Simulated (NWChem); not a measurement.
System: C$_{2}$H$_{8}$GaN; SMILES [Ga]([CH3])([CH3])[NH2]

```xyz
12

Ga    -0.0031    -0.0002     0.0011
C     -0.8991    -1.7533    -0.0012
H     -0.1796    -2.5855    -0.0025
H     -1.5461    -1.8563    -0.8870
H     -1.5459    -1.8597     0.8843
C     -0.9068     1.7490    -0.0013
H     -1.5601     1.8455    -0.8831
H     -0.1908     2.5842    -0.0109
H     -1.5483     1.8562     0.8880
N      1.8173     0.0049    -0.0021
H      2.3869     0.8423     0.0047
H      2.3928    -0.8285     0.0023
```
Atoms are numbered in this order, from 1.

Structure relaxed at the PBE0/def2-SVP level.

**Question.** List the 4 lowest vertical singlet excitations from PBE/def2-SVP, full TDDFT (NWChem).

**Answer.** 
```tsv
state	energy (eV)	oscillator strength	leading excitation (squared amplitude)
S1	5.72	0.033	HOMO → LUMO+1 (0.99)
S2	5.88	0.000	HOMO−1 → LUMO (1.00)
S3	6.06	0.095	HOMO → LUMO (0.95)
S4	6.65	0.111	HOMO−1 → LUMO+1 (0.96)
```
